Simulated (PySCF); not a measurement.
Species: C4H10O3Si.
SMILES with atom numbers: `[CH3:1][O:2][SiH2:3][O:4][CH2:5][C:6]([CH3:7])=[O:8]` (hydrogens: H9, H10, H11 on C1; H12, H13 on Si3; H14, H15 on C5; H16, H17, H18 on C7)

All values: wB97X-D/def2-SVPD (PySCF, non-relativistic), on one gas-phase PBE0-D3(BJ)/def2-SVP geometry that isn't relaxed in the solvent. The solvent is an IEF-PCM continuum (cavity from Bondi-type radii × 1.2). Specific hydrogen bonds and non-electrostatic terms are outside this model.

Gas phase at wB97X-D/def2-SVPD: HOMO -9.45 eV, LUMO 0.97 eV, dipole 3.42 D.

Question: What does the continuum do to the energy, the frontier levels and the dipole at wB97X-D/def2-SVPD in benzene and chloroform?

Answer: 
| solvent | ε | E(solvent) − E(gas) (kcal/mol) | polarisation term (kcal/mol) | distortion of the solute (kcal/mol) | HOMO (eV) | LUMO (eV) | dipole (D) |
| --- | --- | --- | --- | --- | --- | --- | --- |
| benzene | 2.271 | -2.97 | -3.21 | 0.24 | -9.43 | 1.09 | 3.84 |
| chloroform | 4.711 | -4.76 | -5.40 | 0.64 | -9.43 | 1.14 | 4.09 |

The first energy column is the sum of the next two and covers electrostatics alone. From benzene to chloroform the lowering changes by a factor 1.60, Onsager's factor (ε − 1)/(2ε + 1) by 1.55 and ε itself by 2.1.

Question: Which radius a makes the point-dipole formula ΔE = −[(ε − 1)/(2ε + 1)]·μ²/a³ give the value in chloroform, with the gas-phase dipole?

Answer: μ = 1.345 au and |ΔE| = 0.00758 Eh give a = 2.33 Å; the farthest nucleus lies 3.62 Å from the centroid of the nuclei, so such a sphere wouldn't even hold the nuclei. The formula assumes a rigid point dipole at the centre of a sphere.

Question: How does the static polarisability (wB97X-D/def2-SVPD, frozen core, with the continuum's full static response) change?

Answer: 
```
    medium  isotropic (au)  principal values (au)  ⟨r²⟩ of the electrons (bohr²)
       gas            83.6       71.6, 83.7, 95.4                         1297.2
   benzene            93.8      81.1, 94.7, 105.7                         1296.3
chloroform           100.8     88.1, 102.2, 111.9                         1295.9
```

The isotropic value in chloroform is 1.21 times the gas-phase one; no cavity-field correction is applied. ⟨r²⟩ is taken about the centre of nuclear charge.

Shape of the structure used: `[CH3:1][O:2][SiH2:3][O:4][CH2:5][C:6]([CH3:7])=[O:8]`: C1–O2–Si3–O4 -121°, O2–Si3–O4–C5 38°, Si3–O4–C5–C6 40°, O4–C5–C6–C7 169°.

Note: wB97X-D ran without an empirical dispersion term, which enters the total energy and its gradient alone.
